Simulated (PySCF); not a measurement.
## Radial density of Ta (tantalum, neutral)

UHF, [Xe] 4f14 5d3 6s1 6p1, one real determinant (an excited configuration). All numbers are calculated (PySCF 2.14, scalar relativity through the core potential, in aug-cc-pVDZ-PP with ECP60MDF (5s5p4d2f, 54 functions)). This is the valence pseudo-density: the core potential removes the inner electrons and smooths the orbitals near the nucleus.

| r (bohr) | 4πr²ρ (e/bohr) | 4πr²(ρα − ρβ) |
| --- | --- | --- |
| 0.139 | 2.984e-05 | 0.0000 |
| 0.234 | 0.0001839 | 0.0000 |
| 0.394 | 0.02919 | 0.0023 |
| 0.663 | 2.559 | 0.1261 |
| 1.12 | 9.857 | 1.0775 |
| 1.88 | 3.757 | 1.7141 |
| 3.16 | 1.128 | 1.0924 |
| 5.31 | 0.2786 | 0.2785 |
| 8.93 | 0.01632 | 0.0163 |
| 15.0 | 3.732e-05 | 0.0000 |

⟨L²⟩ = 14.00 against 20 for a pure G term, so this real determinant mixes terms. Energies and moments cover only the electrons outside the core potential. Spin-orbit coupling, absent here, splits the open shell strongly.
